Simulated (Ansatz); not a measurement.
Species: CH8OSi2, net charge 0, singlet state. 
Coordinates optimised at B3LYP-D3(BJ)/def2-TZVP (Ansatz, a first-principles code):
```
O
Si 1 1.6350
Si 1 1.6426 2 147.99
H 2 1.4788 1 108.37 3 -180.00
H 2 1.4822 4 109.45 1 -120.37
H 2 1.4822 4 109.45 5 -119.26
H 3 1.4842 1 109.05 2 59.08
H 3 1.4842 7 108.37 1 118.59
C 3 1.8611 7 110.64 8 121.47
H 9 1.0916 3 110.92 7 -179.92
H 9 1.0916 10 108.21 3 121.88
H 9 1.0927 10 108.11 11 116.87
```
Charge 0, spin multiplicity 1.

Wanted: atomisation energy (electronic, to ground-state atoms), in kcal/mol. Cores are frozen in the correlated levels unless marked. Open shells are spin-unrestricted. No spin-orbit coupling. No relativistic terms. The coupled-cluster limit lacks core correlation, which all-electron functionals hold. CBS marks a two-point X^-3 extrapolation of the correlation energy; Hartree-Fock from the larger set.

```tsv
level	program	atomisation energy (kcal/mol)
revPBE/def2-TZVPD	Ansatz	…
r2SCAN-D3(BJ)/def2-TZVPD	Ansatz + dftd3	1000.5
CAM-B3LYP-D4/def2-TZVPD	Ansatz + dftd4	…
wB97X/def2-TZVPD	Ansatz	…
SCS-MP2/aug-cc-pV(T+d)Z	Ansatz	996.1
SCS-MP2/aug-cc-pV(Q+d)Z	Ansatz	1011.5
CCSD/cc-pV(Q+d)Z	Ansatz	987.1
CCSD(T)/CBS(aug-cc-pV(T+d)Z,aug-cc-pV(Q+d)Z)	Ansatz	…
```

**Question.** Complete the blanks.

**Answer.** 
- revPBE/def2-TZVPD, atomisation energy (kcal/mol): 961.6
- CAM-B3LYP-D4/def2-TZVPD, atomisation energy (kcal/mol): 1007.0
- wB97X/def2-TZVPD, atomisation energy (kcal/mol): 1001.7
- CCSD(T)/CBS(aug-cc-pV(T+d)Z,aug-cc-pV(Q+d)Z), atomisation energy (kcal/mol): 1006.7
